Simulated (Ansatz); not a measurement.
```yaml
crystal:
  periodic: [false, false, false]
  atoms:
    - {symbol: C, position_ang: [0.090218, -1.086086, 0.561432]}
    - {symbol: N, position_ang: [-0.482109, 0.168331, 0.234905]}
    - {symbol: Ge, position_ang: [0.413625, 1.470056, -0.586926]}
    - {symbol: F, position_ang: [-0.769932, 2.599851, -1.060357]}
    - {symbol: F, position_ang: [0.922803, 0.680455, -2.119228]}
    - {symbol: H, position_ang: [-0.638989, -1.807233, 0.747462]}
    - {symbol: H, position_ang: [0.833032, -1.155987, 1.438114]}
    - {symbol: H, position_ang: [0.650485, -1.478727, -0.355921]}
    - {symbol: H, position_ang: [-1.012514, 0.517843, 1.141950]}
basis:
  gaussian: {orbitals: def2-SVPD}
magnetization: {spin_polarized: true, initial_magnetization: 1}
hamiltonian: {xc: {name: r2SCAN0}, pseudopotentials: {relativity: scalar}}
output: {forces: true}
```

```sh
$ ansatz run in.yaml --threads 2 --pin off --events-out ev --progress --plain --max-ram 32768MiB --backend cpu
```

Output, abridged:

```
Functional definition: r2SCAN0
1518 factors; integrals over basis functions are off by at most 1.0e-3 eV
mean field evaluation 1: about -64990.8784 eV, gradient 4.4e1 eV
mean field evaluation 2: about -64979.5378 eV, gradient 7.0e1 eV
mean field evaluation 4: about -64998.3971 eV, gradient 3.8e0 eV
mean field evaluation 8: about -64998.5297 eV, gradient 4.1e-1 eV
mean field evaluation 16: about -64998.5306 eV, gradient 2.1e-3 eV
mean field -64998.53063237 eV, -2388.6519431530 hartree, gradient 7.9e-5 eV, S^2 0.759365; 0 other end points of the search recorded, 0 dependent functions left out
reference -64998.53064655 eV, -2388.6519436744 hartree; 34, 33 occupied and 122, 123 virtual orbitals, 1518 factors
Total energy: -64998.53064655 eV, -2388.6519436744 hartree
Relativity: scalar
Atom 0 at     0.090218    -1.086086     0.561432 Å, force     3.805386    -0.785032    -1.068073 eV/Å
Atom 1 at    -0.482109     0.168331     0.234905 Å, force    -2.470722     0.730163     3.859321 eV/Å
Atom 2 at     0.413625     1.470056    -0.586926 Å, force     1.705524    -0.358990    -1.294834 eV/Å
Atom 3 at    -0.769932     2.599851    -1.060357 Å, force    -0.768825     0.704403    -0.264000 eV/Å
Atom 4 at     0.922803     0.680455    -2.119228 Å, force    -0.290689     0.496299     0.956353 eV/Å
Atom 5 at    -0.638989    -1.807233     0.747462 Å, force    -1.702101    -1.252521     0.438926 eV/Å
Atom 6 at     0.833032    -1.155987     1.438114 Å, force    -0.959345     0.512863    -1.055792 eV/Å
Atom 7 at     0.650485    -1.478727    -0.355921 Å, force    -0.578637     0.502073     1.174821 eV/Å
Atom 8 at    -1.012514     0.517843     1.141950 Å, force     1.259411    -0.549258    -2.746723 eV/Å
Dipole moment:     0.050437    -0.325891     0.866069 e Å
```

Hardware: 2 threads of a server CPU on a shared host. Wall time 18 s, peak host memory 0.7 GiB.
